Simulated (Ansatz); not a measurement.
Cost and result for the atomization energy of `Cl[SiH2]N[Si](Cl)(Cl)Cl` (10 atoms, 9 bonds).

Z-matrix (Å, degrees):
```
Si
N 1 1.732
Cl 1 2.052 2 105.6
H 1 1.478 2 112.1 3 -117.3
H 1 1.478 2 111.9 3 117.5
Si 2 1.690 1 128.1 3 -177.8
H 2 1.012 1 114.9 3 2.0
Cl 6 2.032 2 112.5 1 117.4
Cl 6 2.031 2 112.2 1 -122.0
Cl 6 2.035 2 106.2 1 -2.2
```

Charge 0, multiplicity 1. The structure was optimised at the PBE0-D4/def2-TZVP level. It is one conformer, not always the lowest. Program: Ansatz. All runs use 2 threads of an AMD EPYC 7R13 on a shared host and a share of an NVIDIA H100 80 GB. Times are those of one run each, without the atoms' runs, and a repeat can differ threefold. Electronic energies, without spin–orbit coupling; frozen cores. CCSD(T)/CBS adds CCSD(T) − MP2 in def2-TZVPP to the MP2 limit, and its time is that of the two runs behind it. T1 = 0.009. B3LYP takes the VWN-RPA correlation (the form of Gaussian; ORCA's B3LYP/G).

CCSD(T)/CBS is a level of theory with its own doubt, some kJ/mol a heavy atom from the limit and from the frozen cores, so smaller differences don't rank the functionals.

```csv
level,functions,wall time
ωB97M-V/def2-TZVPP (with forces),325,4.9 s
B2PLYP/def2-TZVPP,325,5.5 s
CCSD(T)/def2-TZVPP,325,6 s
B3LYP-D4/def2-TZVPP (with forces),325,7 s
ωB97X-V/def2-TZVPP,325,7 s
PBE0-D4/def2-TZVPP,325,8 s
PBE-D4/def2-TZVPP (with forces),325,8 s
r2SCAN-D4/def2-TZVPP (with forces),325,9 s
MP2/def2-QZVPP,567,9.5 s
CCSD(T)/CBS(def2),–,16 s
```

**Question.** What atomization energy does each give, and how far from CCSD(T)/CBS? (An estimate is asked.)

**Answer.** Computed: 
| level | atomization (kcal/mol) | difference from CCSD(T)/CBS | per bond |
| --- | --- | --- | --- |
| ωB97M-V/def2-TZVPP (with forces) | 820.0 | 5.5 | 0.6 |
| B2PLYP/def2-TZVPP | 794.0 | -20.5 | -2.3 |
| CCSD(T)/def2-TZVPP | 782.7 | -31.8 | -3.5 |
| B3LYP-D4/def2-TZVPP (with forces) | 802.5 | -12.0 | -1.3 |
| ωB97X-V/def2-TZVPP | 819.9 | 5.4 | 0.6 |
| PBE0-D4/def2-TZVPP | 810.8 | -3.7 | -0.4 |
| PBE-D4/def2-TZVPP (with forces) | 820.0 | 5.5 | 0.6 |
| r2SCAN-D4/def2-TZVPP (with forces) | 815.7 | 1.2 | 0.1 |
| MP2/def2-QZVPP | 829.2 | 14.7 | 1.6 |
| CCSD(T)/CBS(def2) | 814.5 | 0.0 | 0.0 |

The D4 term adds +17.5 kcal/mol with B3LYP and +9.3 kcal/mol with PBE0; it sums over pairs of atoms, weighted by their polarisabilities, and B3LYP, whose exchange is more repulsive, gets the larger term. In def2-TZVPP, CCSD(T) changes the Hartree–Fock value by +193.4 kcal/mol (the triples alone add +15.6 kcal/mol) and MP2 by +220.9 kcal/mol; breaking electron pairs costs correlation energy, which Hartree–Fock lacks. From PBE to PBE0 (25 % exact exchange), in def2-TZVPP and without D4, the atomization energy moves by −7.7 kcal/mol: exact exchange takes away binding that semilocal exchange gives to molecules.
